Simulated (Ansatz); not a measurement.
Coupled-cluster run, BClH3NS, SMILES `NB(S)Cl`.

```yaml
crystal:
  periodic: [false, false, false]
  atoms:
    - {symbol: N, position_ang: [-0.251823, 0.913601, -0.185530]}
    - {symbol: B, position_ang: [-0.217719, -0.474858, -0.253848]}
    - {symbol: S, position_ang: [0.884760, -1.545266, 0.708499]}
    - {symbol: Cl, position_ang: [-1.325887, -1.305091, -1.359110]}
    - {symbol: H, position_ang: [-0.888471, 1.452532, -0.746797]}
    - {symbol: H, position_ang: [0.341677, 1.458441, 0.413757]}
    - {symbol: H, position_ang: [1.518563, -0.567358, 1.377328]}
basis:
  gaussian: {orbitals: def2-QZVPP}
correlation: {method: ccsd_t}
```

```sh
$ ansatz run in.yaml --threads 2 --pin off --events-out ev --progress --plain --max-ram 20480MiB --backend cuda --devices 0, --max-vram 18GiB
```

Log, shortened:

```
Functional definition: HF
2058 factors; integrals over basis functions are off by at most 7.9e-4 eV
mean field evaluation 1: about -25524.5237 eV, gradient 3.5e1 eV
mean field evaluation 2: about -25524.6646 eV, gradient 3.5e1 eV
mean field evaluation 4: about -25527.5456 eV, gradient 3.2e0 eV
mean field evaluation 8: about -25527.5954 eV, gradient 2.7e-1 eV
mean field -25527.59585471 eV, -938.1218444345 hartree, gradient 2.8e-6 eV, S^2 0.000000; 0 other end points of the search recorded, 0 dependent functions left out
12 core orbitals not correlated: weight in the atoms' cores, before any rotation towards them, 1.000 or more for the frozen orbitals, at most 0.000 for the correlated occupied ones
reference -25527.59585471 eV, -938.1218444345 hartree; 12, 12 occupied and 320, 320 virtual orbitals, 2058 factors
second order -19.98962519 eV of doubles, -0.00000000 eV of singles
cycle   1  -20.43929358 eV  change   -4.5e-1 eV  update   8.7e-2
cycle   2  -20.87116820 eV  change   -4.3e-1 eV  update   2.5e-2
cycle   3  -20.95658555 eV  change   -8.5e-2 eV  update   1.3e-2
cycle   4  -20.94607093 eV  change    1.1e-2 eV  update   3.2e-3
cycle   5  -20.94566320 eV  change    4.1e-4 eV  update   1.4e-3
cycle   6  -20.94553296 eV  change    1.3e-4 eV  update   3.7e-4
cycle   7  -20.94539466 eV  change    1.4e-4 eV  update   1.2e-4
cycle   8  -20.94542583 eV  change   -3.1e-5 eV  update   4.4e-5
cycle   9  -20.94544289 eV  change   -1.7e-5 eV  update   1.6e-5
perturbative correction -0.98941003 eV, -0.0363601481 hartree
Total energy: -25549.53070763 eV, -938.9279354116 hartree
```

Hardware: 2 threads of an AMD EPYC 7R13 on a shared host and a share of an NVIDIA H100 80 GB. Wall time 24 s, peak host memory 0.86 GiB.

Correlation energy per correlated electron: -0.914 eV. T1 diagnostic: 0.0112.
